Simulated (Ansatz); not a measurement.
Z-matrix (Å, degrees):
```
B
H 1 1.1823
H 1 1.1823 2 124.11
I 1 2.0999 2 117.94 3 -180.00
```
Charge +1, spin multiplicity 2.

All values below come from frozen-core CCSD(T)/def2-TZVPP // CAM-B3LYP-D3(BJ)/def2-TZVP in Ansatz (a quantum-chemistry and plane-wave program). The geometry is that of the parent before the electron was removed.

```yaml
HF energy: -322.19100 Ha
MP2 correlation energy: -0.56410 Ha
```

### Question
Estimate the CCSD correlation energy, the (T) correction, the total energy and the T1 diagnostic.

### Answer

- CCSD correlation energy: -0.55711 Ha
- (T) correction: -0.01224 Ha
- CCSD(T) total energy: -322.76035 Ha
- T1 diagnostic: 0.015
